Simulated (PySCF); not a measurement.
# C₆ coefficients of unlike pairs at UHF

Calculated with PySCF 2.14 from the dipole response of each species, C₆(A,B) = (3/π) ∫ α_A(iu) α_B(iu) du, in atomic units, from isotropic polarisabilities. For ions this is the dispersion term alone; charge-induced terms of lower order in 1/R come first.

```
species  configuration                                                                               basis     relativity  α (bohr³)  C₆ (like pair)
   Si²⁺  [Ne] 3s2 (1S)                                                            dyall-acv3z (19s12p6d4f)           none      12.60           45.08
    Li⁻  [He] 2s2 (1S)     aug-cc-pCVTZ-DK with one added diffuse shell each of s, p, d, f type (8s7p5d3f)  spin-free X2C       1176           33980
    Pd⁺  [Kr] 4d9 (2D)  x2c-QZVPPall with one added diffuse shell each of s, p, d, f, g type (14s9p8d5f3g)  spin-free X2C      10.16           61.01
   Al²⁺  [Ne] 3s1 (2S)                                                          aug-cc-pV(T+d)Z (6s5p4d2f)           none      15.35           43.65
```

(1) Estimate C₆ for Al²⁺ with Pd⁺.

No spin-orbit coupling is included.

The other pairs:

```csv
pair,C₆
"Al²⁺, Si²⁺",43.46
"Al²⁺, Li⁻",826.4
"Pd⁺, Li⁻",603.9
"Pd⁺, Si²⁺",48.36
"Li⁻, Si²⁺",715.0
```

Results:

(1) The integral gives 43.94. The combination rule 2 C_A C_B / (C_A α_B/α_A + C_B α_A/α_B) gives 43.99 and the geometric mean 51.61.
